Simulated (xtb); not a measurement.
C3H5O, doublet, from a rough starting geometry; xtb with GFN2-xTB.

The xtb input:
```
$ xtb mol.xyz --gfn 2 --uhf 1 --opt vtight --json

# file mol.xyz
9

C      1.33550018    -0.04246634     0.28413565
C      0.12610321    -0.39244238    -0.48607582
C     -1.10975022     0.23135588     0.06805655
O      0.21500203    -1.19362823    -1.38075637
H      1.35098858     0.62218107     1.10053325
H      2.32009913    -0.50426784    -0.11014412
H     -1.40357934    -0.31534787     0.92275712
H     -1.85478862     0.15161860    -0.69688867
H     -0.92620569     1.28940775     0.39496081
```

**Question.** What does xtb print? Leave out banner, timings and long lists.

**Answer.** 
```
   ID    Z sym.   atoms
    1    6 C      1-3
    2    8 O      4
    3    1 H      5-9

           -------------------------------------------------
          |                Calculation Setup                |
           -------------------------------------------------

           -------------------------------------------------
          |                 G F N 2 - x T B                 |
           -------------------------------------------------

          ...................................................
          :                      SETUP                      :
          :.................................................:
          :  # basis functions                  21          :
          :  # atomic orbitals                  21          :
          :  # shells                           13          :
          :  # electrons                        23          :
          :  max. iterations                   250          :
          :  Hamiltonian                  GFN2-xTB          :
          :  restarted?                      false          :
          :  GBSA solvation                  false          :
          :  PC potential                    false          :
          :  electronic temp.          300.0000000     K    :
          :  accuracy                    1.0000000          :
          :  -> integral cutoff          0.2500000E+02      :
          :  -> integral neglect         0.1000000E-07      :
          :  -> SCF convergence          0.1000000E-05 Eh   :
          :  -> wf. convergence          0.1000000E-03 e    :
          :  Broyden damping             0.4000000          :
          :  net charge                          0          :
          :  unpaired electrons                  1          :
          ...................................................

 iter      E             dE          RMSdq      gap      omega  full diag
   1    -13.0599465 -0.130599E+02  0.468E+00    4.83       0.0  T
   2    -13.0919322 -0.319857E-01  0.234E+00    4.54       1.0  T
   3    -13.0945185 -0.258632E-02  0.151E+00    4.65       1.0  T
   4    -13.0974938 -0.297525E-02  0.161E-01    4.57       1.0  T
   5    -13.0975410 -0.472210E-04  0.742E-02    4.57       1.0  T
   6    -13.0975462 -0.517058E-05  0.322E-02    4.58       1.0  T
   7    -13.0975512 -0.504019E-05  0.108E-02    4.57       3.1  T
   8    -13.0975519 -0.657161E-06  0.268E-03    4.57      12.4  T
   9    -13.0975519  0.222411E-07  0.214E-03    4.57      15.6  T
  10    -13.0975519 -0.350406E-07  0.262E-04    4.57     127.0  T
  11    -13.0975519 -0.412035E-09  0.521E-05    4.57     639.2  T

   *** convergence criteria satisfied after 11 iterations ***

         :::::::::::::::::::::::::::::::::::::::::::::::::::::
         ::                     SUMMARY                     ::
         :::::::::::::::::::::::::::::::::::::::::::::::::::::
         :: total energy             -12.936055481672 Eh    ::
         :: gradient norm              0.105353949188 Eh/a0 ::
         :: HOMO-LUMO gap              4.571273427666 eV    ::
         ::.................................................::
         :: SCC energy               -13.097550890774 Eh    ::
         :: -> isotropic ES            0.026189632930 Eh    ::
         :: -> anisotropic ES          0.001585028368 Eh    ::
         :: -> anisotropic XC          0.006780252276 Eh    ::
         :: -> dispersion             -0.003560102637 Eh    ::
         :: repulsion energy           0.161495409102 Eh    ::
         :: add. restraining           0.000000000000 Eh    ::
         :: total charge               0.000000000000 e     ::
         :::::::::::::::::::::::::::::::::::::::::::::::::::::

      -----------------------------------------------------------
     |                   =====================                   |
     |                        A N C O P T                        |
     |                   =====================                   |
     |               Approximate Normal Coordinate               |
     |                Rational Function Optimizer                |
      -----------------------------------------------------------
      -----------------------------------------------------------
     |                   =====================                   |
     |                        A N C O P T                        |
     |                   =====================                   |
     |               Approximate Normal Coordinate               |
     |                Rational Function Optimizer                |
      -----------------------------------------------------------

          ...................................................
          :                      SETUP                      :
          :.................................................:
          :   optimization level         verytight          :
          :   max. optcycles                   200          :
          :   ANC micro-cycles                  20          :
          :   degrees of freedom                21          :
          :.................................................:
          :   RF solver                   davidson          :
          :   write xtbopt.log                true          :
          :   linear?                        false          :
          :   energy convergence         0.1000000E-06 Eh   :
          :   grad. convergence          0.2000000E-03 Eh/α :
          :   maxmium RF displ.          1.0000000          :
          :   Hlow (freq-cutoff)         0.1000000E-01      :
          :   Hmax (freq-cutoff)         5.0000000          :
          :   S6 in model hess.         20.0000000          :
          ...................................................

generating ANC from exact Hessian ...
Using Lindh-Hessian (1995)
 Shifting diagonal of input Hessian by    2.1653681530903243E-003
 Lowest  eigenvalues of input Hessian
    0.000000    0.000000    0.000000    0.000000    0.000000    0.000000
[...]
 * total energy  :   -12.9460148 Eh     change       -0.3534742E-04 Eh
 * total energy  :   -12.9460308 Eh     change       -0.1597850E-04 Eh
 * total energy  :   -12.9460433 Eh     change       -0.1257077E-04 Eh
 * total energy  :   -12.9460880 Eh     change       -0.4463677E-04 Eh
 * total energy  :   -12.9461163 Eh     change       -0.2832837E-04 Eh
 * total energy  :   -12.9461405 Eh     change       -0.2421577E-04 Eh
 * total energy  :   -12.9461551 Eh     change       -0.1457346E-04 Eh
 * total energy  :   -12.9461638 Eh     change       -0.8704014E-05 Eh
 * total energy  :   -12.9461691 Eh     change       -0.5313553E-05 Eh
 * total energy  :   -12.9461726 Eh     change       -0.3438963E-05 Eh
 * total energy  :   -12.9461733 Eh     change       -0.7958852E-06 Eh
 * total energy  :   -12.9461736 Eh     change       -0.2213683E-06 Eh
 * total energy  :   -12.9461736 Eh     change       -0.2014696E-07 Eh
   *** GEOMETRY OPTIMIZATION CONVERGED AFTER 17 ITERATIONS ***
[...]

 iter      E             dE          RMSdq      gap      omega  full diag
   1    -13.1089579 -0.131090E+02  0.381E-05    4.84       0.0  T
   2    -13.1089579 -0.138911E-11  0.241E-05    4.84    1384.9  T
   3    -13.1089579 -0.149214E-12  0.145E-05    4.84    2300.8  T

   *** convergence criteria satisfied after 3 iterations ***

         :::::::::::::::::::::::::::::::::::::::::::::::::::::
         ::                     SUMMARY                     ::
         :::::::::::::::::::::::::::::::::::::::::::::::::::::
         :: total energy             -12.946173589076 Eh    ::
         :: gradient norm              0.000040059028 Eh/a0 ::
         :: HOMO-LUMO gap              4.844916893138 eV    ::
         ::.................................................::
         :: SCC energy               -13.108956956537 Eh    ::
         :: -> isotropic ES            0.027223412744 Eh    ::
         :: -> anisotropic ES          0.001324864068 Eh    ::
         :: -> anisotropic XC          0.006327109174 Eh    ::
         :: -> dispersion             -0.003561592603 Eh    ::
         :: repulsion energy           0.162783367462 Eh    ::
         :: add. restraining           0.000000000000 Eh    ::
         :: total charge               0.000000000000 e     ::
         :::::::::::::::::::::::::::::::::::::::::::::::::::::

           -------------------------------------------------
          |                Property Printout                |
           -------------------------------------------------

    * Orbital Energies and Occupations

         #    Occupation            Energy/Eh            Energy/eV
      -------------------------------------------------------------
         1        2.0000           -0.7034827             -19.1427
         2        2.0000           -0.6458195             -17.5736
         3        2.0000           -0.6215827             -16.9141
         4        2.0000           -0.5713945             -15.5484
         5        2.0000           -0.5385827             -14.6556
         6        2.0000           -0.5368562             -14.6086
         7        2.0000           -0.5295627             -14.4101
         8        2.0000           -0.4848764             -13.1942
         9        2.0000           -0.4785346             -13.0216
        10        2.0000           -0.4742102             -12.9039
        11        1.9984           -0.4026562             -10.9568
        12        1.0016           -0.3904606             -10.6250 (HOMO)
        13                         -0.2124132              -5.7801 (LUMO)
        14                          0.0843635               2.2956
        15                          0.1382467               3.7619
        16                          0.1625631               4.4236
        17                          0.1925378               5.2392
        18                          0.2092080               5.6928
        19                          0.2448442               6.6625
        20                          0.3646159               9.9217
        21                          0.5869141              15.9707
      -------------------------------------------------------------
                  HL-Gap            0.1780474 Eh            4.8449 eV
             Fermi-level           -0.3489977 Eh           -9.4967 eV

     #   Z          covCN         q      C6AA      α(0)
     1   6 C        2.839    -0.079    29.960     8.970
     2   6 C        2.811     0.229    23.188     7.889
     3   6 C        3.756    -0.138    23.216     6.870
     4   8 O        0.858    -0.364    20.975     6.140
     5   1 H        0.926     0.073     2.053     2.240
     6   1 H        0.926     0.087     1.907     2.160
     7   1 H        0.925     0.061     2.184     2.311
     8   1 H        0.925     0.069     2.097     2.264
     9   1 H        0.925     0.061     2.184     2.311

 Mol. C6AA /au·bohr⁶  :        719.886946
 Mol. C8AA /au·bohr⁸  :      16022.578315
 Mol. α(0) /au        :         41.156938

Wiberg/Mayer (AO) data.
largest (>0.10) Wiberg bond orders for each atom

 ---------------------------------------------------------------------------
     #   Z sym  total        # sym  WBO       # sym  WBO       # sym  WBO
 ---------------------------------------------------------------------------
     1   6 C    3.452 --     2 C    1.263     5 H    0.981     6 H    0.976
                             4 O    0.205
     2   6 C    3.949 --     4 O    1.674     1 C    1.263     3 C    0.994
     3   6 C    3.994 --     2 C    0.994     8 H    0.985     9 H    0.965
                             7 H    0.965
     4   8 O    1.990 --     2 C    1.674     1 C    0.205
     5   1 H    0.995 --     1 C    0.981
     6   1 H    0.992 --     1 C    0.976
     7   1 H    0.996 --     3 C    0.965
     8   1 H    0.995 --     3 C    0.985
     9   1 H    0.996 --     3 C    0.965
 ---------------------------------------------------------------------------

Topologies differ in total number of bonds
Writing topology from bond orders to xtbtopo.mol

molecular dipole:
                 x           y           z       tot (Debye)
 q only:        0.067       0.619       0.991
   full:        0.100       0.740       1.190       3.571
molecular quadrupole (traceless):
                xx          xy          yy          xz          yz          zz
 q only:        3.912      -0.055      -0.956       0.871      -2.571      -2.956
  q+dip:        4.909      -0.095      -1.344       1.156      -2.926      -3.566
   full:        4.274       0.128      -0.598       0.914      -3.814      -3.676

optimized geometry written to: xtbopt.xyz

           -------------------------------------------------
          | TOTAL ENERGY              -12.946173589076 Eh   |
          | GRADIENT NORM               0.000040059028 Eh/α |
          | HOMO-LUMO GAP               4.844916893138 eV   |
           -------------------------------------------------

normal termination of xtb
```
